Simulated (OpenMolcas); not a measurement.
# Pd3+: moving the ligands

Pd3+ with 6 ligands (fluoride) in octahedral coordination (Oh) at 2.07 Å. A charge of +0.5 e stands 3.2 Å behind each ligand. Ligand basis ANO-RCC-VDZP.
```
Pd    0.0000    0.0000    0.0000
F     2.0700    0.0000    0.0000
F     0.0000    2.0700    0.0000
F    -2.0700    0.0000    0.0000
F     0.0000   -2.0700    0.0000
F     0.0000    0.0000    2.0700
F     0.0000    0.0000   -2.0700
```

```yaml
Program: OpenMolcas
Method: "SS-CASPT2, IPEA 0.25 Eh, imaginary shift 0.1 Eh (closed shells correlated: 4s 4p and the ligand valence shells)"
Basis: ANO-RCC-VTZP [7s6p4d2f1g]
Scalar_Hamiltonian: DKH2, point nucleus
Active_space: 7 electrons in 5 orbitals (4d)
State_averaging: 2S+1 = 4 even, 10 roots; 2S+1 = 2 even, 40 roots
Spin-orbit_coupling: RASSI with atomic mean-field integrals over the reference wave functions
```

Runs around this geometry, states (labels of O, the rotations of Oh). Energies in cm-1 above the lowest state or level, χT in cm3 K/mol; 10Dq and B are least-squares fits to the states below 45000 cm-1, weighted by degeneracy, with a free offset, and given where the rms deviation is under 5 % of |10Dq| (or 100 cm-1) and under 700 cm-1.

```csv
R (Å),Ground state,First state of that spin,10Dq,B (rms of fit),First gap with spin-orbit (degeneracies),χT at 300 K,First state of another spin
2.03,2E,2T1 17050,19973,601 (599),"7110 (4, 2)",0.514,4T1 8430
2.07,2E,2T1 15740,18843,567 (602),"5920 (4, 2)",0.533,4T1 7200
2.12,2E,2T1 14350,,,"4710 (4, 2)",0.567,4T1 5930
```

Taking the first state of the same spin as R^-n, n = -ln(14350 / 17050) / ln(2.12 / 2.03) = 4.0 between the shortest and longest distance.

Roots that are degenerate in the reference are averaged as groups; the widest CASPT2 spread within a group is 1300 cm-1 (the 3-fold group of multiplicity 2 near 14500 cm-1 above the lowest state of its run, R = 2.12). Shifts and gaps below about the spread of the groups concerned are not significant. Over all roots computed the reference weight is 0.67 to 0.70 in R = 2.03, 0.67 to 0.70 in R = 2.07, 0.67 to 0.70 in R = 2.12; a low but even weight reflects the number of correlated electrons. An orbital doublet at a regular site is open to a Jahn-Teller distortion, which this geometry leaves out. This shell can be high or low spin here, a state of another spin lies low, and with metal d orbitals alone active their balance is uncertain, so the ground spin may be wrong, although the usual error favours high spin. Ligand-to-metal charge-transfer states are missing. With no ligand orbital active B as a rule stays too high, so bands that hang on it stand too high and its fall with covalency is understated. With one d shell and no ligand orbital active, 10Dq can be off by a tenth or more. The least metal-like active orbital is 79 % on the metal (Löwdin) and no ligand orbital is active, so the numbers are rough (holds for R = 2.03). The least metal-like active orbital is 83 % on the metal (Löwdin) and no ligand orbital is active, so the numbers are rough (holds for R = 2.07; R = 2.12). These CASPT2 states fit no ligand-field parameters well, so their order and spin gaps are uncertain (holds for R = 2.12). No measured value stands beside these numbers; the geometry is a model, was not optimised and need not be the one that this ion takes.
